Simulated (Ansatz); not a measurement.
Reaction (formal exchange of groups at a Te–C bond): `C=NC[TeH]` + CH₃OH → `OC[TeH]` + `C=NC`

Computed with Ansatz on PBE0-D4/def2-TZVP structures; ΔE is electronic, products minus reactants. CCSD(T)/CBS adds triple-zeta CCSD(T) − MP2 to the extrapolated MP2 energy (def2 sets, frozen cores). This one scheme is used for every species. DFT in def2-TZVPP. B3LYP here is the variant with VWN-RPA as its local correlation; programs differ in this. def2 core potentials past Kr. For Te outer-core shells are correlated without core-valence functions, which leaves a few kJ/mol of doubt a bond. One conformer a species, not always the lowest.

`C=NC[TeH]`:

Z-matrix (Å, degrees):
```
C
N 1 1.421
Te 1 2.193 2 121.4
H 1 1.090 2 109.2 3 123.0
H 1 1.092 2 109.1 3 -120.2
C 2 1.255 1 123.2 3 -2.8
H 3 1.658 1 93.6 2 76.3
H 6 1.098 2 122.8 1 0.8
H 6 1.089 2 118.8 1 -179.7
```

CH₃OH:

```xyz
6

C    -0.174   -0.267   -0.159
O     0.940    0.493    0.250
H     0.207   -1.111   -0.734
H    -0.855    0.304   -0.804
H    -0.745   -0.663    0.690
H     0.627    1.244    0.757
```

`OC[TeH]`:

Cartesian coordinates in Å:
```
O 0.602 0.133 1.347
C -0.080 0.545 0.210
Te -1.319 -0.981 -0.730
H 1.165 -0.613 1.123
H 0.571 0.917 -0.585
H -0.769 1.333 0.508
H -0.171 -1.334 -1.874
```

`C=NC`:

```xyz
8

C    -0.859    0.135    0.965
N     0.362    0.014    0.691
C     0.733   -0.108   -0.693
H    -1.650    0.152    0.201
H    -1.168    0.230    2.006
H    -0.122   -0.087   -1.385
H     1.420    0.704   -0.950
H     1.284   -1.041   -0.835
```

| level | ΔE (kJ/mol) | difference from CCSD(T)/CBS |
| --- | --- | --- |
| PBE-D4 | 0.3 | -0.7 |
| r2SCAN-D4 | -0.9 | -1.9 |
| PBE0-D4 | 0.1 | -0.9 |
| B3LYP-D4 | 0.2 | -0.8 |
| ωB97X-V | -2.6 | -3.6 |
| ωB97M-V | -2.5 | -3.5 |
| B2PLYP | -1.4 | -2.4 |
| PBE | -2.4 | -3.4 |
| r2SCAN | -1.6 | -2.6 |
| PBE0 | -2.3 | -3.3 |
| B3LYP | -4.3 | -5.3 |
| HF/def2-TZVPP | -6.7 | -7.7 |
| MP2/def2-TZVPP | 3.9 | 2.9 |
| SCS-MP2/def2-TZVPP | 1.3 | 0.3 |
| CCSD/def2-TZVPP | -1.5 | -2.5 |
| CCSD(T)/def2-TZVPP | 0.0 | -1.0 |
| HF/def2-QZVPP | -6.8 | -7.8 |
| MP2/def2-QZVPP | 4.4 | 3.4 |
| SCS-MP2/def2-QZVPP | 1.8 | 0.8 |
| HF/CBS(def2) | -6.8 | -7.8 |
| MP2/CBS(def2) | 4.9 | 3.9 |
| CCSD/CBS(def2) | -0.5 | -1.5 |
| CCSD(T)/CBS | 1.0 | 0 |

Largest T1 diagnostic among the species: 0.012.

In def2-TZVPP, CCSD(T) changes the Hartree–Fock value by +6.7 kJ/mol (the triples alone add +1.5 kJ/mol) and MP2 by +10.6 kJ/mol. The D4 term adds +4.4 kJ/mol with B3LYP and +2.4 kJ/mol with PBE0; it sums over pairs of atoms, weighted by their polarisabilities, and B3LYP, whose exchange is more repulsive, gets the larger term.
